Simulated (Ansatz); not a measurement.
Geometry optimisation, DFT PBE, scalar-relativistic, plane waves, PAW (Ansatz 0.2.0).

Input file:

```yaml
crystal:
  lattice:
    - [5.727565, 0.0, 0.0]
    - [4.295674, 7.440325, 0.0]
    - [0.0, 0.0, 15.676537]
  atoms:
    - { symbol: Al, position: [0.16666666, 0.11111111, 0.0637896] }
    - { symbol: Al, position: [0.66666665, 0.11111111, 0.0637896] }
    - { symbol: Al, position: [0.16666664, 0.44444445, 0.0637896] }
    - { symbol: Al, position: [0.66666663, 0.44444445, 0.0637896] }
    - { symbol: Al, position: [0.16666662, 0.77777779, 0.0637896] }
    - { symbol: Al, position: [0.66666661, 0.77777779, 0.0637896] }
    - { symbol: Al, position: [-0.16666668, 0.22222223, 0.21294681] }
    - { symbol: Al, position: [0.33333332, 0.22222223, 0.21294681] }
    - { symbol: Al, position: [-0.1666667, 0.55555556, 0.21294681] }
    - { symbol: Al, position: [0.33333329, 0.55555556, 0.21294681] }
    - { symbol: Al, position: [-0.16666672, 0.8888889, 0.21294681] }
    - { symbol: Al, position: [0.33333327, 0.8888889, 0.21294681] }
    - { symbol: Al, position: [0.0, 0.0, 0.36210403] }
    - { symbol: Al, position: [0.49999999, 0.0, 0.36210403] }
    - { symbol: Al, position: [-2.0e-08, 0.33333334, 0.36210403] }
    - { symbol: Al, position: [0.49999997, 0.33333334, 0.36210403] }
    - { symbol: Al, position: [-4.0e-08, 0.66666668, 0.36210403] }
    - { symbol: Al, position: [0.49999995, 0.66666668, 0.36210403] }
    - { symbol: Na, position: [0.16666662, 0.77777779, 0.51838854] }
basis:
  ecutwfc: 420.0
kpoints:
  mp_grid: { grid: [3, 2, 1] }
hamiltonian:
  xc: pbe
scf:
  occupations: { method: fermi_dirac, width: 0.1 }
  lower_state_search: "off"
relax:
  f_tol: 0.03
  max_steps: 60
  adjacent_minimum: "off"
  constraints: [{ sites: [0, 1, 2, 3, 4, 5] }]
output:
  write_density: true
  write_potential: true
  elf: true
  volumetric_format: npy
```

Run as:

```bash
$ ansatz run input.yaml --threads 1 --pin off --max-ram 3072MiB --backend cpu --events-out ev --progress --plain --runs-dir out
```

**Question.** Where does it end, and by what steps?

**Answer.** The run converged. Limits of this set-up: coarse k mesh, thin slab, slab without dipole correction. After 3 steps the energy has fallen by 0.043 eV; Na19 moved furthest, 0.10 Å.

```tsv
step	energy less start (eV)	largest force component (eV/Å)	accepted
0	0.0000	0.326	yes
1	-0.0371	0.147	yes
2	-0.0427	0.036	yes
3	-0.0432	0.009	yes
```

```xyz
19
Lattice="5.7276 0.0000 0.0000 4.2957 7.4403 0.0000 0.0000 0.0000 15.6765" Properties=species:S:1:pos:R:3
Al 1.432 0.827 1.000
Al 4.296 0.827 1.000
Al 2.864 3.307 1.000
Al 5.728 3.307 1.000
Al 4.296 5.787 1.000
Al 7.159 5.787 1.000
Al -0.001 1.658 3.348
Al 2.864 1.645 3.358
Al 1.435 4.122 3.334
Al 4.293 4.128 3.352
Al 2.858 6.621 3.364
Al 5.732 6.621 3.359
Al -0.003 0.050 5.670
Al 2.865 -0.004 5.746
Al 1.438 2.471 5.706
Al 4.290 2.487 5.725
Al 2.834 4.935 5.669
Al 5.757 4.931 5.668
Na 4.297 5.806 8.220
```

Time of the run: 41 s on 1 thread of Arm Neoverse V2, with other jobs on the host, peak memory 0.65 GiB.
